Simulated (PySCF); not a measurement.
C₂H₇NOSi.
Atom-mapped SMILES: `[CH3:1][C:2](=[O:3])[NH:4][SiH3:5]`

The computed photoelectron lines, unassigned: C 1s: 291.27 (area 1), 293.86 (area 1) eV; N 1s: 405.38 eV; O 1s: 537.08 eV; Si 1s: 1847.15 eV; Si 2p3/2: 107.32 eV.

Method: PySCF, delta-SCF UKS SCAN, pcX-2 on the ionised atom, pcseg-1 elsewhere, spin-free X2C. One conformer (not necessarily the lowest) at the PBE0-D3(BJ)/def2-SVP geometry, without solvent, vibrations or thermal averaging.

Q: Order the carbon atoms by C 1s binding energy.

A: 291.27 eV: C1 (methyl carbon next to a carbonyl); 293.86 eV: C2 (amide carbonyl carbon). The listed C 1s values span 2.59 eV, from C1 (bonded to C and 3 H) to C2 (bonded to O (double bond), N and C). Summing the Pauling electronegativity differences to the bonded atoms, each weighted by its formal bond order, gives -1.05 for the lowest site and +2.27 for the highest.

Bonded neighbours of each site: C1: C and 3 H; C2: O (double bond), N and C; O3: C (double bond); N4: C, H and Si; Si5: N and 3 H.

Q: Which photon energy gives electrons from C 1s of C1 a kinetic energy of 200 eV, and what is their de Broglie wavelength?

A: hν = 291.27 + 200 = 491.27 eV, recoil neglected; λ = 12.264 Å/√(E/eV) = 0.87 Å.

Spin–orbit coupling isn't in the SCF: each 2p doublet comes from a relaxed spin-free hole plus a matrix of the shell (mean-field spin–orbit coupling and the ground-state 2p splitting), with 2p3/2 averaged over its two sublevels. 2p1/2 minus 2p3/2 (ligand field included): Si 0.62 eV.

Conformer computed: `[CH3:1][C:2](=[O:3])[NH:4][SiH3:5]`: C1–C2–N4–Si5 -179°.
